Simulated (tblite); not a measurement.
C5H8FNSi (charge -1 and doublet state).
Atom-mapped SMILES: `[CH3:1][C:2]1=[C:3]([F:4])[N:5]([SiH3:6])[CH:7][CH-:8]1` (hydrogens: H9, H10, H11 on C1; H12, H13, H14 on Si6; H15 on C7; H16 on C8)

All values are computed: GFN2-xTB (tblite) harmonic vibrations without scaling, gas phase. This tight-binding method is rough: wavenumbers can miss measured ones by several per cent, in bad cases by 10 to 20. Modes of hydrogen on silicon can be 10 to 20 % off. Open shells enter through the occupations alone, without spin polarisation, and single modes of such species can be off by tens of per cent.

Harmonic wavenumbers (cm⁻¹): 50.7, 101.3, 134.0, 185.9, 224.9, 235.9, 275.4, 290.3, 414.4, 447.6, 478.4, 519.1, 565.9, 585.8, 620.4, 669.0, 718.1, 744.0, 898.7, 925.4, 989.7, 1025.8, 1041.4, 1065.3, 1113.3, 1167.9, 1267.8, 1350.9, 1397.3, 1435.3, 1478.6, 1497.3, 1510.3, 1571.2, 1599.4, 2045.4, 2142.6, 2921.1, 2951.0, 3010.9, 3080.3, 3119.0.

A = 3279, B = 1270, C = 932.4 MHz; mass 129.041 u (most abundant isotopes); point group C1, symmetry number 1; spin multiplicity 2.

Q: What is the zero-point energy?

A: Half the sum of the wavenumbers: 23934 cm⁻¹ = 68.43 kcal/mol.

Q: Give the ideal-gas entropy at 200 K and 1 bar in the rigid-rotor, harmonic-oscillator model (classical rotation).

A: Translation 38.52, rotation 27.62, vibration 16.59, spin (R ln 2) 1.38: S = 84.1 cal/(mol K).

Q: And Cp and H(200 K) − H(0)?

A: Cp = 27.98 cal/(mol K), of which vibrations give 20.03 (their classical limit is 42 R = 83.5); H(200 K) − H(0) = 3.50 kcal/mol without the zero-point energy, 1.91 from vibrations.

Q: How do the functions run with temperature in this model?

A: 
| T (K) | S (cal/(mol K)) | Cp (cal/(mol K)) | H − H(0) (kcal/mol) | G − H(0) (kcal/mol) | ln q(vib) |
| --- | --- | --- | --- | --- | --- |
| 50 | 58.7 | 11.9 | 0.47 | -2.46 | 0.35 |
| 100 | 68.7 | 17.6 | 1.21 | -5.66 | 1.27 |
| 298.15 | 97.0 | 37.2 | 6.70 | -22.22 | 5.94 |
| 373.15 | 106.1 | 43.6 | 9.74 | -29.85 | 7.78 |
| 500 | 120.2 | 52.7 | 15.87 | -44.21 | 10.86 |
| 750 | 144.1 | 65.1 | 30.73 | -77.34 | 16.63 |
| 1000 | 164.0 | 72.8 | 48.03 | -115.92 | 21.92 |

q(vib) and H(0) count from the zero-point level.

Q: Which modes carry the vibrational entropy at 200 K?

A: 50.7 cm⁻¹: 4.00; 101.3 cm⁻¹: 2.66; 134.0 cm⁻¹: 2.14; 185.9 cm⁻¹: 1.55; 224.9 cm⁻¹: 1.23; 235.9 cm⁻¹: 1.16 cal/(mol K); the other 36 give 3.84 together.

Q: Blend soft modes into free rotors: weight 1/[1 + (100 cm⁻¹/ν̃)⁴] for the oscillator and the rest for a rotor with moment μB/(μ + B), μ = h/(8π²ν), B = 10⁻⁴⁴ kg m². What vibrational entropy results?

A: 15.75 cal/(mol K) in place of 16.59, which changes −T·S at 200 K by +0.17 kcal/mol.

Q: What must be added to the electronic energy to get the Gibbs energy at 200 K and 1 bar?

A: ZPE + [H(200 K) − H(0)] − T·S = 68.43 + 3.50 − 16.82 = 55.11 kcal/mol.

Hindered rotation and anharmonicity are outside this model. The structure is chiral; the term R ln 2 for an equal mix with its mirror image is left out.

The run took 0.58 s of wall time on Arm Neoverse V1, one thread (shared host). The figure is for the frequency step alone.
